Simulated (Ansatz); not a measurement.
Reaction (formal exchange of groups at a C–Ga bond): `C[NH][GaH][CH3]` + `[GeH3][Br]` → `[CH3][GeH2][Br]` + `C[NH][GaH2]`

Gas-phase electronic energies from Ansatz, PBE0-D4/def2-TZVP geometries. CCSD(T)/CBS adds triple-zeta CCSD(T) − MP2 to the extrapolated MP2 energy (def2 sets, frozen cores). Functionals use def2-TZVPP. B3LYP here is the variant with VWN-RPA as its local correlation; programs differ in this. HSE06 is defined as in plane-wave codes. For Br, Ga, Ge outer-core shells are correlated without core-valence functions, which leaves a few kJ/mol of doubt a bond. Scalar relativity is left out up to krypton. One conformer a species, not always the lowest.

```csv
level,ΔE (kJ/mol),difference from CCSD(T)/CBS
revPBE-D4,-6.9,-2.1
B97M-V,-11.4,-6.6
HSE06-D4,-6.4,-1.6
CAM-B3LYP-D4,-6.1,-1.3
revPBE,-6.2,-1.4
r2SCAN,-7.2,-2.4
B3LYP,-5.9,-1.1
LC-ωPBE,-6.1,-1.3
HF/def2-SVP,-7.6,-2.8
MP2/def2-SVP,-5.2,-0.4
CCSD/def2-SVP,-4.6,0.2
CCSD(T)/def2-SVP,-4.7,0.1
SCS-MP2/def2-TZVPP,-7.6,-2.8
CCSD/def2-TZVPP,-6.7,-1.9
MP2/def2-QZVPP,-6.2,-1.4
MP2/CBS(def2),-5.4,-0.6
CCSD(T)/CBS,-4.8,0
```

Largest T1 diagnostic among the species: 0.015.

Leaving LDA and LC-ωPBE aside and taking each functional with its dispersion term where it has one, the values, not all of them listed here, spread over 5.3 kJ/mol, from B97M-V to PBE-D4.
